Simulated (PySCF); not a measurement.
# Li (lithium, neutral) across methods

[He] 3d1, 2D determinant (an excited configuration). All numbers are calculated (PySCF 2.14, scalar relativity by spin-free X2C-1e, in aug-cc-pCVTZ-DK with one added diffuse shell each of s, p, d, f type (8s7p5d3f, 75 functions)).

```tsv
method	E (hartree)	mean ε 1s α (eV)	mean ε 1s β (eV)	mean ε 3d α (eV)	Σ⟨r²⟩ (bohr²)	⟨S²⟩
PBE0	-7.3297	-61.077	-61.076	-1.127	89.00	0.750
LDA	-7.2081	-56.250	-56.250	-0.855	91.42	0.750
PBE	-7.3272	-56.965	-56.964	-0.957	87.00	0.750
UHF	-7.29050	-72.644	-72.644	-1.455	92.74	0.750
r2SCAN	-7.3452	-58.557	-58.558	-0.843	90.46	0.750
```

Question: Estimate the same row for M06.

Answer: E (hartree) = -7.3606; mean ε 1s α (eV) = -61.145; mean ε 1s β (eV) = -61.142; mean ε 3d α (eV) = -1.073; Σ⟨r²⟩ (bohr²) = 84.92; ⟨S²⟩ = 0.750.

The outer electron is Rydberg-like, and this basis confines it to a smaller radius and binds it less than a complete one would.
